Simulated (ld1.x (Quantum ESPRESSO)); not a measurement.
**What one change does to a pseudopotential (Os, TM)**

osmium (Os), norm-conserving Troullier–Martins (Kleinman–Bylander form), made with ld1.x (Quantum ESPRESSO) 7.5 (PBE, scalar-relativistic). Core [Xe] 4f14, reference 5d6 6s1.75 6p0.25. Waves: 6p (bound): rc 3.70 bohr; 5d (bound): rc 1.40 bohr; 6s (bound): rc 2.25 bohr. Local part: the s channel. Core correction: none.

All-electron outer shells of the reference configuration (PBE, scalar-relativistic, ld1.x):

```
shell  level (eV)  outermost node (bohr)  outermost maximum (bohr)
   4f      -52.46                      –                      0.40
   5p      -51.32                   0.55                      1.03
   5d       -6.70                   0.60                      1.36
   6s       -6.48                   1.20                      2.48
   6p       -1.52                   1.44                      3.51
```

Change: all radii scaled by about 1.18 (s 2.64, p 4.36, d 1.64 bohr).

Cutoffs: the cutoffs (Ry, on a coarse ladder) from which the occupation-weighted sum of valence levels, in a spherical-Bessel basis at the reference potential, stays within 10 and 1 mRy of its value at 400 Ry; they do not see the model core or the augmentation charge, which bear on the density cutoff. Errors are all-electron minus pseudo energies relative to the spin-unpolarised reference configuration.

**Question.** Predict the effect on cutoff, ghosts and configuration errors.

**Answer.** The potential gets softer (35 Ry and 70 Ry → 35 Ry and 55 Ry); of the 7 tests that both files solve, the error grows in 2 and shrinks in 2 by more than 15 % and 0.3 meV (median size 19.6 → 6.8 meV); neither file shows a bound ghost. A larger radius leaves more room for a smooth pseudo-wave, so fewer plane waves are needed.

| quantity | base | changed |
| --- | --- | --- |
| cutoff, loose | 35 Ry | 35 Ry |
| cutoff, tight | 70 Ry | 55 Ry |
| bound ghosts | none | none |
| error for 5d6 6s2 6p0, meV [ΔE -1.23 eV] | +0.6 | +0.8 |
| error for 5d6 6s1 6p0, meV [ΔE 8.35 eV] | -0.1 | -1.4 |
| error for 5d6 6s0 6p0, meV [ΔE 25.26 eV] | +31 | +27 |
| error for 5d6 6s1.5 6p0, meV [ΔE 2.69 eV] | -1.1 | -1.5 |
| error for 5d5 6s2 6p1, meV [ΔE 4.88 eV] | -57 | -43 |
| error for 5d5 6s2 6p0, meV [ΔE 9.85 eV] | -40 | -42 |
| error for 5d5 6s0 6p0, meV [ΔE 54.11 eV] | +20 | +6.8 |
